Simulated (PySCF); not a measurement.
A side-by-side comparison of computed properties.

First species: C₃H₄F₂.
Cartesian coordinates in Å at the PBE0-D3(BJ)/def2-SVP level; atoms count from 1:
```
atom  x, y, z in Å
C1     1.297    0.006    0.572
C2     0.222    0.475   -0.046
F3     0.126    1.743   -0.455
C4    -1.021   -0.282   -0.386
F5    -0.935   -1.577    0.027
H6     1.314   -1.038    0.882
H7     2.153    0.651    0.770
H8    -1.182   -0.250   -1.479
H9    -1.890    0.205    0.094
```

Second species: MePhSiClSBu, C₁₁H₁₇ClSSi.
InChI=1S/C11H17ClSSi/c1-3-4-10-13-14(2,12)11-8-6-5-7-9-11/h5-9H,3-4,10H2,1-2H3/t14-/m1/s1

Levels: CAM-B3LYP/def2-SVPD for HOMO energy, LUMO energy, HOMO–LUMO gap and static isotropic polarisability; TDDFT CAM-B3LYP/def2-SVPD for lowest singlet excitation; TDA CAM-B3LYP/def2-SVPD for lowest triplet excitation (Tamm–Dancoff). Geometries: PBE0-D3(BJ)/def2-SVP. Each structure is a single optimised conformer of the isolated species, non-relativistic unless stated. Electronic properties by PySCF.

Dipoles, sizes and rotational constants follow the conformer. The torsions of the flexible species, by atom-mapped SMILES:
- `[CH2:1]=[C:2]([F:3])[CH2:4][F:5]`: C1–C2–C4–F5 0°

The conformers of `CCCCS[Si@@](C)(Cl)c1ccccc1` aren't listed.

Values for the first species:

```
HOMO energy                              : -9.11 eV
LUMO energy                              : 1.20 eV
HOMO–LUMO gap                            : 10.31 eV
Lowest singlet excitation                : 7.39 eV
Lowest triplet excitation (Tamm–Dancoff) : 4.46 eV
Static isotropic polarisability          : 39.8 au
```

Question: Estimate the same properties for the second species, and the change in each.

Answer: 
| property | first | second | second less first |
| --- | --- | --- | --- |
| HOMO energy | -9.11 eV | -8.21 eV | +0.90 eV |
| LUMO energy | 1.20 eV | 0.11 eV | -1.09 eV |
| HOMO–LUMO gap | 10.31 eV | 8.32 eV | -1.99 eV |
| lowest singlet excitation | 7.39 eV | 5.32 eV | -2.07 eV |
| lowest triplet excitation (Tamm–Dancoff) | 4.46 eV | 4.00 eV | -0.46 eV |
| static isotropic polarisability | 39.8 au | 183.2 au | +143.4 au |

On the first: The polarisability is 5.89 Å³ as a volume (1 au = 0.148185 Å³), or 0.99 au for each of the 40 electrons. No computed singlet falls in the visible range (750 to 380 nm, 1.65 to 3.26 eV); S1 lies 4.13 eV above its blue end.

On the second: The 10 singlets span 5.32 to 7.14 eV, and their oscillator strengths add up to 1.17. S1 lies 3.00 eV below the HOMO–LUMO gap; its leading configuration is HOMO−2→LUMO, weight 0.52, beside HOMO−1→LUMO+1, weight 0.32.
